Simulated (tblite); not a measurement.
Compound: C5H10N3 (charge +1).
Numbering: `[CH3:1][CH2:2][n:3]1[cH:4][cH:5][n+:6]([CH3:7])[n:8]1` (hydrogens: H9, H10, H11 on C1; H12, H13 on C2; H14 on C4; H15 on C5; H16, H17, H18 on C7)
Bond orders are those of one Lewis drawing.

Computed with GFN2-xTB (tblite), gas phase: L-BFGS steps from a force-field or distance-geometry start until the largest atomic force falls under 0.01 eV/Å.

Step 40: E = -657.3949 eV
```
atom  x, y, z in Å  |  force x, y, z in eV/Å
C1      2.6219    0.3580    0.3164    0.367   0.012   0.276
C2      1.6586    0.7214   -0.8192    0.130   0.039   0.081
N3      0.3774    0.0814   -0.6145    0.018   0.044   0.170
C4      0.0523   -1.2209   -0.7460    0.019   0.008  -0.078
C5     -1.2428   -1.3218   -0.2923    0.112  -0.014   0.059
N6     -1.5844   -0.0812    0.0933    0.089   0.191  -0.065
C7     -2.8363    0.3442    0.6373   -0.017   0.101   0.031
N8     -0.6116    0.7533   -0.1073    0.075   0.121   0.033
H9      2.8333   -0.7247    0.3636   -0.229   0.526  -0.054
H10     2.2301    0.6977    1.2893    0.140  -0.208  -0.439
H11     3.5867    0.8673    0.1536   -0.499  -0.200   0.025
H12     2.0875    0.4130   -1.7797   -0.182   0.003   0.106
H13     1.4706    1.8044   -0.8258    0.059  -0.260  -0.015
H14     0.7329   -1.9443   -1.1435   -0.049  -0.082  -0.005
H15    -1.9315   -2.1279   -0.1777    0.072  -0.293  -0.131
H16    -2.6537    1.0941    1.4072   -0.025  -0.008  -0.012
H17    -3.3570   -0.5118    1.0639   -0.037   0.079  -0.039
H18    -3.4429    0.8039   -0.1471   -0.042  -0.058   0.057
```

Step 41: E = -657.4162 eV
```
atom  x, y, z in Å  |  force x, y, z in eV/Å
C1      2.6254    0.3753    0.3190    0.022  -0.012   0.003
C2      1.6586    0.7034   -0.8181    0.026   0.011   0.007
N3      0.3869    0.0490   -0.6053    0.011   0.050   0.073
C4      0.0437   -1.2477   -0.7478    0.006   0.032  -0.010
C5     -1.2515   -1.3339   -0.2910    0.035  -0.001   0.018
N6     -1.5796   -0.0867    0.0938    0.036   0.058  -0.009
C7     -2.8216    0.3685    0.6389   -0.003   0.056   0.013
N8     -0.5937    0.7326   -0.0999    0.032   0.064   0.027
H9      2.9430   -0.6642    0.3056   -0.099  -0.025  -0.043
H10     2.1807    0.5971    1.2851   -0.050   0.007   0.006
H11     3.5126    0.9891    0.2178    0.060   0.063  -0.057
H12     2.0834    0.3986   -1.7798   -0.115  -0.014   0.084
H13     1.4454    1.7779   -0.8307    0.051  -0.130  -0.026
H14     0.7013   -1.9906   -1.1483    0.006  -0.028  -0.002
H15    -1.9377   -2.1485   -0.1937    0.074  -0.137  -0.093
H16    -2.6186    1.1091    1.4118   -0.026  -0.008   0.011
H17    -3.3722   -0.4721    1.0552   -0.019   0.036  -0.005
H18    -3.4150    0.8492   -0.1409   -0.048  -0.025   0.002
```

Step 42: E = -657.4191 eV
```
atom  x, y, z in Å  |  force x, y, z in eV/Å
C1      2.6268    0.3734    0.3188    0.016   0.016  -0.008
C2      1.6595    0.7038   -0.8182    0.025  -0.003   0.042
N3      0.3852    0.0561   -0.6035    0.022   0.016   0.079
C4      0.0452   -1.2416   -0.7467    0.004   0.024  -0.016
C5     -1.2503   -1.3311   -0.2914    0.031   0.003   0.030
N6     -1.5804   -0.0846    0.0955    0.019   0.058  -0.021
C7     -2.8254    0.3661    0.6391    0.003   0.038   0.001
N8     -0.5965    0.7378   -0.0977    0.035   0.043   0.028
H9      2.9324   -0.6690    0.3096   -0.086  -0.043  -0.040
H10     2.1883    0.6049    1.2853   -0.056   0.010   0.005
H11     3.5206    0.9775    0.2113    0.042   0.052  -0.059
H12     2.0807    0.3928   -1.7779   -0.093  -0.026   0.046
H13     1.4536    1.7779   -0.8367    0.039  -0.075  -0.014
H14     0.7073   -1.9817   -1.1469   -0.016  -0.017   0.005
H15    -1.9363   -2.1470   -0.1958    0.093  -0.117  -0.094
H16    -2.6265    1.1058    1.4135   -0.026   0.008   0.006
H17    -3.3722   -0.4773    1.0557   -0.018   0.038  -0.012
H18    -3.4208    0.8424   -0.1424   -0.035  -0.026   0.022
```

Task: Estimate the geometry and energy of step 43. (The exact step hangs on the optimiser's Hessian estimate; all steps are aligned on step 42, rigid shifts and turns removed.)

Result: E = -657.4254 eV, largest force 0.163 eV/Å
```
atom  x, y, z in Å  |  force x, y, z in eV/Å
C1      2.6296    0.3679    0.3179    0.017   0.010   0.023
C2      1.6609    0.7068   -0.8163    0.022  -0.004   0.050
N3      0.3797    0.0767   -0.5961    0.071  -0.063   0.084
C4      0.0522   -1.2241   -0.7437   -0.029   0.000  -0.010
C5     -1.2446   -1.3274   -0.2935    0.015   0.041   0.055
N6     -1.5840   -0.0826    0.1006   -0.021   0.013  -0.060
C7     -2.8360    0.3609    0.6398    0.035  -0.021   0.003
N8     -0.6068    0.7505   -0.0895    0.045  -0.048   0.025
H9      2.8890   -0.6897    0.3229   -0.061   0.061  -0.011
H10     2.2074    0.6352    1.2859   -0.005  -0.016  -0.084
H11     3.5463    0.9385    0.1878   -0.059  -0.032  -0.040
H12     2.0693    0.3811   -1.7753   -0.053  -0.050   0.013
H13     1.4758    1.7806   -0.8503    0.009   0.044   0.023
H14     0.7301   -1.9547   -1.1400   -0.083   0.016   0.017
H15    -1.9238   -2.1542   -0.2109    0.145  -0.009  -0.074
H16    -2.6422    1.0988    1.4173   -0.036   0.049  -0.043
H17    -3.3778   -0.4827    1.0642   -0.001   0.023  -0.052
H18    -3.4339    0.8246   -0.1491   -0.008  -0.015   0.082
```

The energy changes by -0.0063 eV. The first-order estimate −F·Δx gives -0.0112 eV and the mean of the old and new forces, exact on a quadratic surface, -0.0061 eV. The step makes an angle of 71° with the force vector and moves no atom by more than 0.052 Å.

Hardware: one thread, Arm Neoverse V1 (shared host).
